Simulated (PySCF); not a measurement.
C4H4Cl2, SMILES C(Cl)(C)=C=CCl.

Geometry optimised at B3LYP-D3(BJ)/def2-SVP.

Method: HF/def2-TZVP run with PySCF.

Gas-phase values at a fixed geometry.

Computed frontier levels, gap, dipole moment and polarisability:
```json
{
  "highest_occupied_level": "-10.22 eV",
  "lowest_empty_level": "2.99 eV",
  "orbital_gap": "13.21 eV",
  "dipole_moment": "2.15 D",
  "quadrupole, principal values (traceless, Buckingham form, about the centre of nuclear charge)": "-6.88, 1.27, 5.61 D·Å",
  "mean_static_polarisability": "76.5 bohr³ (11.34 Å³)",
  "polarisability_principal_values": "52.1, 58.5, 119.1 bohr³"
}
```
